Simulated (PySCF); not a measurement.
A GIAO shielding run with PySCF 2.14 (density fitting, non-relativistic, gas phase) on `InChI=1S/C5H6ClF3O/c1-2-3(7)5(8,9)4(6)10/h3H,2H2,1H3/t3-/m0/s1`:

```
{"job": {"kind": "nmr", "xc": "B3LYP", "basis": "pcSseg-1", "pop": false}, "charge": 0, "multiplicity": 1}
C     -2.186297     0.935343     0.465784
C     -1.224974    -0.202139     0.163391
C      0.202046     0.274269     0.032496
F      0.327225     1.147305    -1.024185
C      1.183390    -0.861623    -0.231124
F      1.199263    -1.694061     0.833990
F      0.817208    -1.568616    -1.305989
C      2.620316    -0.311010    -0.382048
O      3.066421     0.481686     0.373452
Cl     3.524683    -0.993013    -1.716165
H     -2.134719     1.707463    -0.315329
H     -3.222222     0.570896     0.514917
H     -1.951812     1.414215     1.429440
H     -1.500617    -0.710040    -0.774248
H     -1.251955    -0.963266     0.959221
H      0.542865     0.790167     0.946336
```

Hardware: 1 thread of an Arm Neoverse N1, shared host.

Q: How large is the calculation?

A: 88 electrons, 207 basis functions and 1096 auxiliary functions.

Q: How long does it take?

A: 59 s of wall time, with 15 SCF cycles and 5 response iterations. Times on a shared host scatter by some tens of per cent.

Q: And these other runs on the same molecule and hardware: GIAO shielding at PBE0/pcSseg-1?

A: PBE0/pcSseg-1: 207 functions, 65 s.
